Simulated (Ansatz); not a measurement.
Cl$_{2}$CrO$_{2}$, charge +1, doublet (typed; the unrestricted solution is spin-contaminated), geometry from GFN2-xTB of the parent state (such geometries of metal compounds can be far from the true shape) (a state made from the parent by changing its charge; the spin is typed, not shown lowest); Ansatz (an electronic-structure program) with CAM-B3LYP/STO-3G.

The Ansatz input:
Ansatz 0.2 input:
```yaml
crystal:
  periodic: [false, false, false]
  atoms:
    - {symbol: Cr, position_ang: [0.36161990, -0.06306063, 0.11655214]}
    - {symbol: O, position_ang: [1.44045237, -0.59234025, -0.86408389]}
    - {symbol: O, position_ang: [0.79045337, 0.20330658, 1.58311746]}
    - {symbol: Cl, position_ang: [-0.38616068, 1.66825371, -0.64495912]}
    - {symbol: Cl, position_ang: [-1.17419951, -1.39615227, 0.14204619]}
basis:
  gaussian:
    orbitals: STO-3G
hamiltonian:
  xc: cam_b3lyp
total_charge: 1
magnetization: {spin_polarized: true, initial_magnetization: 1}
```

Output, abridged:

```
Functional definition: CAM-B3LYP
589 factors; integrals over basis functions are off by at most 6.0e-4 eV
169 factors; integrals over basis functions are off by at most 2.5e-6 eV
mean field evaluation 1: about -56879.7855 eV, gradient 8.9e1 eV
mean field evaluation 2: about -56503.1381 eV, gradient 2.1e2 eV
mean field evaluation 4: about -56907.8238 eV, gradient 6.6e1 eV
mean field evaluation 8: about -56907.8454 eV, gradient 6.6e1 eV
mean field evaluation 16: about -56928.5497 eV, gradient 1.9e-5 eV
mean field -56928.54972470 eV, -2092.0856148257 hartree, gradient 1.8e-5 eV, S^2 0.878912; 4 other end points of the search recorded, 0 dependent functions left out
reference -56928.54980412 eV, -2092.0856177445 hartree; 37, 36 occupied and 9, 10 virtual orbitals, 589 factors
Total energy: -56928.54980412 eV, -2092.0856177445 hartree
```
